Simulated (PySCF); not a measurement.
SbCl4, SMILES [Sb+]([Cl])([Cl])([Cl])[Cl], charge +1. Geometry: r2SCAN-D4/def2-SVP. The spin state was assumed, not searched. The isomer is the one that the SMILES or the coordinates give; other isomers of the formula were not compared. The def2 effective core potentials stand for the cores of Sb; spin–orbit coupling is left out.

Computed equilibrium geometry at r2SCAN-D4/def2-SVP (PySCF confirms it by a frequency run) as bond lengths and angles, and its point group:
point group Td.
Atoms: Sb1 Cl2 Cl3 Cl4 Cl5. Bonds (Å): Sb1–Cl2 2.281, Sb1–Cl3 2.281, Sb1–Cl4 2.281, Sb1–Cl5 2.281. Angles (°): Cl2–Sb1–Cl3 109.5, Cl2–Sb1–Cl4 109.5, Cl2–Sb1–Cl5 109.5, Cl3–Sb1–Cl4 109.5, Cl3–Sb1–Cl5 109.5, Cl4–Sb1–Cl5 109.5.
Charge +1, spin multiplicity 1.
